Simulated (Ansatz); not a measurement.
`C[O][W]([OH])([F])(=[S])[Cl]` + H–F → `[OH][W]([F])([F])(=[S])[Cl]` + CH₃OH at 400 K and 1 bar (ligand exchange at a W–O bond).

Gas-phase electronic energies from Ansatz, PBE0-D4/def2-TZVP geometries. CBS: MP2 limit from def2 TZ/QZ plus the TZ coupled-cluster correction, frozen cores. This one scheme is used for every species. Elements past krypton have def2 core potentials. For W outer-core shells are correlated without core-valence functions, which leaves a few kJ/mol of doubt a bond. Each species was taken in one conformer, which may not be the lowest.

| species | CCSD(T)/CBS energy (Eh) | H − E (kJ/mol) | S (J/(mol·K)) |
| --- | --- | --- | --- |
| `C[O][W]([OH])([F])(=[S])[Cl]` | -1215.31510 | 206.8 | 476.4 |
| H–F | -100.39570 | 36.5 | 182.2 |
| `[OH][W]([F])([F])(=[S])[Cl]` | -1200.06687 | 93.3 | 421.8 |
| CH₃OH | -115.61712 | 151.2 | 252.6 |

H − E and S are ideal-gas, rigid-rotor, harmonic terms from PBE0-D4/def2-TZVP, for one conformer and one mirror image of each species. 1 Eh = 2625.50 kJ/mol, R = 8.31446 J/(mol·K).

Question: By hand: ΔE, ΔH, ΔS and ΔG.

Answer: ΔE = (-1200.06687) + (-115.61712) − (-1215.31510) − (-100.39570) = 0.02681 Eh = 70.4 kJ/mol. Δ(H − E) = 93.3 + 151.2 − 206.8 − 36.5 = 1.2, so ΔH = 71.6 kJ/mol. ΔS = 421.8 + 252.6 − 476.4 − 182.2 = 15.8 J/(mol·K). ΔG = 71.6 − 400 × (15.8)/1000 = 65.3 kJ/mol.

Question: By hand: the equilibrium constant, and the temperature at which ΔG would vanish if ΔH and ΔS stayed fixed.

Answer: log₁₀ K = −ΔG/(RT ln 10) = -8.5. ΔG = 0 at ΔH/ΔS = 4532 K, far beyond where these terms or the molecules hold.

ΔH outweighs TΔS. A doubt of 5 kJ/mol in ΔE shifts log₁₀ K by 0.7 here. Other conformers and mirror images would add mixing entropy, several J/(mol·K) or more a flexible species. Modes under 60 cm⁻¹, often nearly free rotors, make the harmonic entropy too high. These are equilibria of isolated gas molecules and say nothing of rates. Largest T1 diagnostic: 0.022 (customary marks: 0.02 for closed shells, 0.045 for open ones).
